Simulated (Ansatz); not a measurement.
Reaction R1 + R2 → P1 + P2, each structure at its B3LYP-D3(BJ)/def2-TZVP stationary point, reached from a drawn start (curvature not checked).
P1, H2 (SMILES [H][H]) (charge 0, multiplicity 1):
```xyz
2

H      0.00000     0.00000     0.37199
H      0.00000     0.00000    -0.37199
```
R1: HCl (SMILES Cl), charge 0, multiplicity 1.
R2, SiH4 (SMILES [SiH4]) (charge 0, multiplicity 1):
```xyz
5

Si     0.000     0.000     0.000
H      0.855     0.855     0.855
H     -0.855    -0.855     0.855
H     -0.855     0.855    -0.855
H      0.855    -0.855    -0.855
```
P2: ClH3Si (SMILES [SiH3]Cl), charge 0, multiplicity 1.

P less R. No zero-point or thermal terms.

Cores are frozen in the correlated methods.

Codes used: Ansatz (a first-principles code) with Gaussian orbitals. All values are computed, each at the level named.

Total energies in hartree:

```tsv
structure	PBE/def2-TZVPP	r2SCAN/def2-TZVPP	CCSD(T)/cc-pV(Q+d)Z
P1	-1.166122	-1.171285	-1.173794
R1	-460.627412	-460.785863	-460.363836
R2	-291.721620	-291.854203	-291.452235
P2	-751.208495	-751.497097	-750.669168
```

Problem. Work out the reaction energy at each level in kJ/mol (1 hartree = 2625.49964 kJ/mol), and say how far PBE/def2-TZVPP lies from CCSD(T)/cc-pV(Q+d)Z.

Solution. 
- PBE/def2-TZVPP: (-1.166122) + (-751.208495) − (-460.627412) − (-291.721620) = -0.025585 hartree = -67.2 kJ/mol
- r2SCAN/def2-TZVPP: (-1.171285) + (-751.497097) − (-460.785863) − (-291.854203) = -0.028316 hartree = -74.3 kJ/mol
- CCSD(T)/cc-pV(Q+d)Z: (-1.173794) + (-750.669168) − (-460.363836) − (-291.452235) = -0.026891 hartree = -70.6 kJ/mol
PBE/def2-TZVPP less CCSD(T)/cc-pV(Q+d)Z: 3.4 kJ/mol. CCSD(T)/cc-pV(Q+d)Z is the level counted from, the highest shown, and no exact or measured value.
